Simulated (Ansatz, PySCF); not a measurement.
Gas-phase reaction (SMILES): CC(F)(F)F [1,1,1-trifluoroethane] → [CH2]C(F)(F)F + H atom; the C-H bond at the site shown breaks (other sites are not compared here).

Each molecule is optimised on its own at B3LYP-D3(BJ)/def2-TZVP (Ansatz, a first-principles code), one conformer each, not searched for the lowest. Cores are frozen in the correlated levels unless marked. UHF or UKS for open shells. No spin-orbit coupling. Non-relativistic. Basis-set limits of correlation are two-point, X^-3; Hartree-Fock from the larger set (for Q and 5 zeta extrapolated as (X+1)exp(-9√X)). Thermal terms are rigid-rotor harmonic-oscillator values from B3LYP-D3(BJ) frequencies (PySCF) at 298.15 K and 1 atm. 1 Eh = 627.5095 kcal/mol. Atoms have translation alone. Electronic entropy comes from spin alone.

```tsv
species	E, CCSD(T)/CBS(cc-pVQZ,cc-pV5Z) (Ansatz) (Eh)	E, r2SCAN-D4/def2-TZVPD (Ansatz + dftd4) (Eh)	H - E (Eh)	G - E (Eh)
CC(F)(F)F	-377.29887	-377.56928	0.05787	0.02533
[CH2]C(F)(F)F	-376.61751	-376.89729	0.04338	0.00812
H atom	-0.50000	-0.49993	0.00236	-0.01065
```

**Question.** Work out ΔE and ΔH, ΔG, ΔS and the equilibrium constant at 298.15 K at the first level, then ΔH at the second.

**Answer.** 
1. ΔE = [(-376.61751) + (-0.50000)] - [(-377.29887)] = 0.18136 Eh = 113.8 kcal/mol at CCSD(T)/CBS(cc-pVQZ,cc-pV5Z).
2. The terms H - E add up to -0.01213 Eh, so ΔH = (0.18136 + (-0.01213))×627.5095 = 106.2 kcal/mol.
3. The terms G - E add up to -0.02786 Eh, so ΔG = 96.3 kcal/mol, and ΔS = (-0.01213 - (-0.02786))×627509.5/298.15 = 33.1 cal/(mol K).
4. log10 K = -ΔG/(RT ln 10) = -70.6, with RT ln 10 = 1.3642 kcal/mol.
5. With ΔH and ΔS taken as constant, ΔG changes sign near ΔH/ΔS = 3210 K, a rough figure that leaves out heat capacities.
6. At r2SCAN-D4/def2-TZVPD the same steps give ΔE = 108.0 and ΔH = 100.4 kcal/mol, a shift of -5.8 from the first level.
7. These values are not checked against measurement here, since the tables used lack a sound gas-phase enthalpy of formation for at least one species.
